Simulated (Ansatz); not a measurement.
Correlation energies of CH$_{6}$ClFGeSi, SMILES `C[Si](F)(Cl)[GeH3]` by basis set

| atom | x (Å) | y (Å) | z (Å) |
| --- | --- | --- | --- |
| C1 | -1.001 | 0.268 | -1.445 |
| Si2 | 0.036 | -0.726 | -0.280 |
| F3 | -0.814 | -1.996 | 0.195 |
| Cl4 | 1.671 | -1.453 | -1.294 |
| Ge5 | 0.808 | 0.427 | 1.652 |
| H6 | -1.900 | 0.630 | -0.940 |
| H7 | -1.302 | -0.345 | -2.298 |
| H8 | -0.440 | 1.128 | -1.817 |
| H9 | -0.380 | 0.945 | 2.480 |
| H10 | 1.658 | -0.507 | 2.524 |
| H11 | 1.664 | 1.629 | 1.222 |

Total charge 0; spin multiplicity 1. Correlated methods include outer-core shells of Ge, which these sets cover unevenly. Scalar relativity is left out up to krypton. The geometry is a stationary point of PBE0-D4/def2-TZVP. Frozen core, restricted reference, the Gaussian-basis code of Ansatz.

```tsv
basis	HF (Eh)	MP2 corr.
def2-SVP	-2964.11632	-0.78999
def2-TZVPP	-2964.82332	-0.99690
def2-QZVPP	-2964.89410	-1.32626
```

Q: Estimate the CCSD correlation energy and the (T) correction in each basis where they were run (hartree).

A: 
```csv
basis,CCSD corr.,(T)
def2-SVP,-0.83687,-0.02004
def2-TZVPP,-1.04548,-0.03781
```
